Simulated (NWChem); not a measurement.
TiHSOCl; SMILES [OH][Ti](=[S])[Cl]

```xyz
5

Ti     0.2840     0.1088    -0.2215
S     -1.0637     1.6206     0.0761
Cl    -0.3800    -1.9816     0.0984
O      1.9613     0.5815     0.0766
H      2.3634     1.4150     0.3459
```
Atoms are numbered in this order, from 1.

All runs: NWChem. All runs use the structure optimised with PBE0/def2-SVP. Static field.

Q: Among these, which level gives the lowest value of “anisotropy (bohr³)”?
A. B3LYP/def2-SVPD
B. PBE/def2-SVPD
C. Hartree-Fock/def2-SVPD

A: C, Hartree-Fock/def2-SVPD. Values: Hartree-Fock/def2-SVPD 33.1; B3LYP/def2-SVPD 40.5; PBE/def2-SVPD 42.0
